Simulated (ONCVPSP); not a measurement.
# Before and after: ONCV potential for La

- Element: lanthanum (La)
- Generator: ONCVPSP 4.0.1
- Type: optimised norm-conserving Vanderbilt (ONCV)
- Functional: LDA (Perdew-Wang 92)
- Relativity: scalar-relativistic
- Frozen core: [Kr] 4d10
- Valence charge: 11
- Reference configuration: 5s2 5p6 5d1 6s1.5 6p0.5
- Partial waves: 5s+6s: rc 2.95 bohr, ncon 4, nbas 9, qcut 3.5 1/bohr, 2 projectors; 5p+6p: rc 2.55 bohr, ncon 3, nbas 7, qcut 5.9 1/bohr, 3 projectors, debl 1.9 Ha; 5d: rc 2.55 bohr, ncon 4, nbas 9, qcut 3.8 1/bohr, 1 projector; f scattering state at 0.02 Ha: rc 2.35 bohr, ncon 4, nbas 7, qcut 5.5 1/bohr, local
- Local potential: the f channel
- Core correction: Teter function, fcfact 1.75, rcfact 1

In the f channel the program set the typed energies aside and used -0.189 Ha.

Change: s: qcut 4; p: qcut 6.7; d: qcut 4.3; f: qcut 6.3.

Cutoffs: the cutoffs (Ha) at which the residual kinetic energy of the hardest occupied pseudo-wave falls to 1 and 0.1 mHa per electron; they do not see the model core or the augmentation charge, which bear on the density cutoff. Errors are all-electron minus pseudo energies relative to the spin-unpolarised reference configuration.

Question: Predict the effect on cutoff, ghosts and configuration errors.

Answer: The potential gets harder (9.0 Ha and 12 Ha → 12 Ha and 15 Ha); both files keep a bound ghost (s); the errors of the 4 common tests hardly move.

| quantity | base | changed |
| --- | --- | --- |
| cutoff, loose | 9.0 Ha | 12 Ha |
| cutoff, tight | 12 Ha | 15 Ha |
| loose cutoff by channel | s 2.8 Ha, p 9.0 Ha, d 5.7 Ha | s 4.0 Ha, p 12 Ha, d 5.9 Ha |
| bound ghosts | s | s |
| GHOST(+) flags under 300 eV | p at 189.6 eV | d at 123.2 eV, p at 229.7 eV |
| error for 5s2 5p6 5d1 6s2 6p0, meV [ΔE -1.21 eV] | -0.3 | -0.3 |
| error for 5s2 5p6 5d1 6s1 6p0, meV [ΔE 4.94 eV] | -1.6 | -1.5 |
| error for 5s2 5p6 5d1 6s0 6p0, meV [ΔE 16.09 eV] | -12 | -11 |
| error for 5s2 5p6 5d1 6s0 6p2, meV [ΔE 3.83 eV] | -3.8 | -3.5 |
| s: phases at 3.00 bohr within 0.05 rad from the reference energy up to (Ha; the scan ends near 5) | 2.4 | 2.6 |
| p: phases at 2.58 bohr within 0.05 rad from the reference energy up to (Ha; the scan ends near 5) | to the end of the scan | to the end of the scan |
| d: phases at 2.58 bohr within 0.05 rad from the reference energy up to (Ha; the scan ends near 5) | 0.7 | 0.8 |
| f: phases at 2.39 bohr within 0.05 rad from the reference energy up to (Ha; the scan ends near 5) | -0.1 | -0.1 |
| rms error of d²Exc/dni dnj with the model core, mHa | 2.53 | 2.44 |

Base: The cutoffs count occupied waves only; projector 1 of the f channel, the hardest unoccupied one, needs 35 Ha at the loose tolerance. A true bound ghost makes a file unfit for plane-wave use even where its test errors are small: the radial tests pick states by their node count and pass the ghost by.
